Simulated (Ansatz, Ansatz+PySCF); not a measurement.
```yaml
atoms:
  - { symbol: C, position_ang: [0.1776, -0.1178, 0.5501] }
  - { symbol: F, position_ang: [-0.4800, -0.8861, -0.2188] }
  - { symbol: F, position_ang: [0.3911, 0.9322, -0.1326] }
```

Basis set: def2-SVP (spherical functions). Correlated methods keep 3 orbitals frozen. Charge 0, multiplicity 3.

Computed with Ansatz (development build ahead of 0.2.0); each method stands on the lowest determinant of its kind that the runs found.

(1) Give the atomization energy at this shape (free ground-state atoms in the same class of orbitals less the molecule, no zero-point energy) of triplet CF2 by UHF-MP2, UHF.

Results:

(1)

```
 method  atomization energy
UHF-MP2             8.43 eV
    UHF             5.29 eV
```

Caution: another spin multiplicity may lie lower.
